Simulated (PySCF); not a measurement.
B(F)2(OAc) (C₂H₃BF₂O₂), SMILES CC(=O)OB(F)F. Atoms are numbered in the order given.

```xyz
10

B      0.7202     0.2339     0.9612
F      0.3205    -0.7820     1.6986
F      1.5415     1.1251     1.4854
O      0.3847     0.3742    -0.3608
C     -0.7496    -0.1638    -0.9257
C     -0.5994    -0.2957    -2.4143
O     -1.7124    -0.4403    -0.2755
H     -1.5300    -0.6810    -2.8468
H      0.2368    -0.9752    -2.6390
H     -0.3507     0.6850    -2.8463
```

Coordinates come from a ωB97X-D3(BJ)/def2-SVP optimisation. One conformer was computed; it need not be the lowest.

Two levels are set side by side: PBE/pcSseg-1 (PySCF) and PBE0/pcSseg-1 (PySCF). GIAO shifts against BF3 (¹¹B), CFCl3 (¹⁹F), H2O (¹⁷O), TMS (¹H), TMS (¹³C) at the same level; non-relativistic, no solvent, atoms listed together averaged. Differences are taken from unrounded values.

| quantity | PBE0 |
|---|---|
| δ(¹¹B) of B1 (ppm) | 1.6 |
| δ(¹⁹F) of F2, F3 (ppm) | -121.3 |
| δ(¹⁷O) of O4 (ppm) | 235.4 |
| δ(¹³C) of C5 (ppm) | 173.2 |
| δ(¹³C) of C6 (ppm) | 25.5 |
| δ(¹⁷O) of O7 (ppm) | 503.5 |

### Question
What does PBE give, and how far is it from PBE0? (An estimate is asked for; the answer gives what the named calculation found.)

### Answer

| quantity | PBE | PBE minus PBE0 |
|---|---|---|
| δ(¹¹B) of B1 (ppm) | 1.4 | -0.3 |
| δ(¹⁹F) of F2, F3 (ppm) | -138.5 | -17.1 |
| δ(¹⁷O) of O4 (ppm) | 252.1 | 16.7 |
| δ(¹³C) of C5 (ppm) | 170.4 | -2.8 |
| δ(¹³C) of C6 (ppm) | 25.1 | -0.4 |
| δ(¹⁷O) of O7 (ppm) | 500.1 | -3.4 |

Rough cost on one machine, each run with all the roots and properties that it gave: PBE0 against PBE within a factor of 2.
